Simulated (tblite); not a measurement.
Compound: C7H9NO (charge +1 and doublet state).
SMILES with atom numbers: `[CH3:1][O:2][c:3]1[cH:4][cH:5][cH:6][c:7]([NH2+:8])[cH:9]1` (hydrogens: H10, H11, H12 on C1; H13 on C4; H14 on C5; H15 on C6; H16, H17 on N8; H18 on C9)

Geometry (GFN2-xTB, Å), atoms numbered from 1 in this order:
```xyz
18
C7H9NO angstrom
C     -2.7088    1.0567   -0.5173
O     -2.1629   -0.2148   -0.2399
C     -0.8611   -0.3751   -0.0677
C     -0.4648   -1.7213    0.2094
C      0.8680   -2.0357    0.4168
C      1.8266   -1.0490    0.3542
C      1.4494    0.3046    0.0736
N      2.3984    1.2435    0.0166
C      0.1005    0.6206   -0.1337
H     -3.7820    0.9027   -0.6125
H     -2.3113    1.4621   -1.4524
H     -2.5103    1.7585    0.2981
H     -1.2382   -2.4729    0.2490
H      1.1513   -3.0548    0.6282
H      2.8687   -1.2803    0.5144
H      2.1663    2.2054   -0.1806
H      3.3687    1.0119    0.1663
H     -0.1672    1.6442   -0.3410
```

Method: GFN2-xTB as coded in tblite; computed harmonic values from a numerical Hessian at the method's own geometry, unscaled. Errors from tens to a few hundred cm⁻¹ against measured bands are possible. One conformer, not necessarily the lowest. Open shells enter through the occupations alone, without spin polarisation, and single modes of such species can be off by tens of per cent.

Harmonic wavenumbers (cm⁻¹): 111.1, 167.1, 200.8, 201.4, 223.8, 370.3, 374.6, 438.6, 486.8, 490.3, 520.7, 534.9, 568.9, 600.1, 730.6, 768.6, 824.0, 861.5, 923.0, 932.8, 962.5, 999.3, 1039.4, 1086.4, 1105.3, 1136.4, 1154.3, 1226.8, 1245.4, 1308.4, 1353.2, 1384.8, 1418.9, 1432.2, 1436.1, 1441.0, 1481.9, 1512.3, 1536.3, 2953.2, 2961.0, 3043.5, 3097.2, 3105.1, 3114.3, 3114.9, 3427.9, 3488.1.

A = 2900, B = 1290, C = 897.7 MHz; mass 123.068 u (most abundant isotopes); point group Cs, symmetry number 1; spin multiplicity 2.

Q: What is the zero-point energy?

A: ½Σν̃ = 31448 cm⁻¹ = 89.91 kcal/mol.

Q: Give the ideal-gas entropy at 298.15 K and 1 bar in the rigid-rotor, harmonic-oscillator model (classical rotation).

A: Translation 40.36, rotation 28.95, vibration 20.23, spin (R ln 2) 1.38: S = 90.9 cal/(mol K).

Q: And Cp and H(298.15 K) − H(0)?

A: Cp = 35.85 cal/(mol K), of which vibrations give 27.91 (their classical limit is 48 R = 95.4); H(298.15 K) − H(0) = 6.04 kcal/mol without the zero-point energy, 3.67 from vibrations.

Q: Which modes carry the vibrational entropy at 298.15 K?

A: 111.1 cm⁻¹: 3.25; 167.1 cm⁻¹: 2.47; 200.8 cm⁻¹: 2.13; 201.4 cm⁻¹: 2.12; 223.8 cm⁻¹: 1.93; 370.3 cm⁻¹: 1.08 cal/(mol K); the other 42 give 7.26 together.

Q: What must be added to the electronic energy to get the Gibbs energy at 298.15 K and 1 bar?

A: ZPE + [H(298.15 K) − H(0)] − T·S = 89.91 + 6.04 − 27.11 = 68.84 kcal/mol.

Hindered rotation and anharmonicity are outside this model. Other conformers, if any are populated, would add a mixing term that is left out.

Run on Arm Neoverse N1, one thread (shared host). This covers the Hessian and the dipole derivatives.
